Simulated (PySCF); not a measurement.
MSe for M along group 9

r²SCAN with triple-zeta basis sets in PySCF, for the lowest determinant that a PBE0 search found; no spin–orbit coupling. De refers to high-spin ground-configuration atoms. A positive dipole means M(−)Se(+).

```
 M         basis  state (unpaired electrons)  Re (Å)  ωe (cm⁻¹)  De (eV)  μ (D)
Co  x2c-TZVPPall         quartet (π ↑↑, δ ↑)   2.082        398      n/a  -4.04
Rh  x2c-TZVPPall         quartet (σ ↑, π ↑↑)   2.182        347     3.35  -2.87
Ir    def2-TZVPP         quartet (π ↑↑, δ ↑)   2.187        354      n/a  -1.85
```

The shortest bond is that of CoSe (2.082 Å), the longest that of IrSe (2.187 Å).

The rows differ in basis set, which adds steps of its own.

The state changes along the series, so neighbouring rows are not always alike in their bonding.

De is left out where the level can put another filling of the metal’s s and d shells below the measured ground configuration, by anything from nothing to about 1 eV. The metal atom is held in its measured ground configuration; semilocal functionals can put another filling of s and d lower by some tenths of an eV, and De to that atom would be smaller. Spin–orbit coupling is left out, which matters for elements this heavy, above all for dissociation energies. With d or f electrons several states lie close, and the lowest PBE0 determinant need not be the measured ground state.
